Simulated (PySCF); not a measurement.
## Dipole response of Re+ (rhenium, charge +1)

[Xe] 4f14 5d5 6s1, high-spin 7S determinant. Computed with PySCF 2.14 in ANO-RCC-VTZP, with the spin-free X2C one-electron Hamiltonian (Gaussian nucleus). Coupled (time-dependent) response in atomic units; α is the mean over directions. The basis has no added diffuse functions, which lowers α and C₆.

| method | mean α (bohr³) | C₆ (like pair) | S(−4) |
| --- | --- | --- | --- |
| PBE | 27.14 | 208.3 | 311.0 |

S(−4) is the Cauchy moment in α(ω) = α(0) + S(−4) ω² + …

α(iu) at PBE:

```json
{"u (hartree)": "0", "α(iu) (bohr³)": "27.14"}
{"u (hartree)": "0.0500", "α(iu) (bohr³)": "26.38"}
{"u (hartree)": "0.100", "α(iu) (bohr³)": "24.41"}
{"u (hartree)": "0.200", "α(iu) (bohr³)": "19.15"}
{"u (hartree)": "0.300", "α(iu) (bohr³)": "14.67"}
{"u (hartree)": "0.500", "α(iu) (bohr³)": "9.511"}
{"u (hartree)": "0.750", "α(iu) (bohr³)": "6.633"}
{"u (hartree)": "1.00", "α(iu) (bohr³)": "5.139"}
{"u (hartree)": "1.50", "α(iu) (bohr³)": "3.488"}
{"u (hartree)": "2.00", "α(iu) (bohr³)": "2.545"}
{"u (hartree)": "3.00", "α(iu) (bohr³)": "1.530"}
{"u (hartree)": "5.00", "α(iu) (bohr³)": "0.7435"}
```

For an ion, C₆ is the dispersion term alone; charge-induced terms of lower order in 1/R come first.

Spin-orbit coupling, which splits the p, d and f shells strongly at this Z, is absent.
